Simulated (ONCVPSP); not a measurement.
# Be: excitation energies, all-electron against ONCV

| Quantity | Value |
| --- | --- |
| Element | beryllium (Be) |
| Generator | ONCVPSP 4.0.1 |
| Type | optimised norm-conserving Vanderbilt (ONCV) |
| Functional | PBE |
| Relativity | scalar-relativistic |
| Frozen core | [He] |
| Valence charge | 2 |
| Reference configuration | 2s1 2p1 |
| Partial waves | 2s: rc 2.10 bohr, ncon 3, nbas 6, qcut 3.5 1/bohr, 1 projector; 2p: rc 3.85 bohr, ncon 4, nbas 8, qcut 4.2 1/bohr, 2 projectors, debl 0.4 Ha; d scattering state at 0.17 Ha: rc 3.90 bohr, ncon 5, nbas 9, qcut 2.5 1/bohr, 3 projectors, debl 3.3 Ha |
| Local potential | polynomial inside 1.65 bohr (lpopt 5, dvloc0 2 Ha) |
| Core correction | none |

Energies are relative to the spin-unpolarised reference configuration 2s1 2p1; without spin polarisation the order of configurations can differ from experiment.

(1) Give the all-electron excitation energy and the error of the potential for: 2s2 2p0; 2s1 2p0; 2s1.5 2p0; 2s0 2p1.

Answers

(1)

```tsv
valence configuration	charge	ΔE all-electron (eV)	error AE − PS (meV)
2s2 2p0	0	-3.612	-10
2s1 2p0	+1	5.938	+53
2s1.5 2p0	+0.5	0.148	+14
2s0 2p1	+1	9.847	-31
```
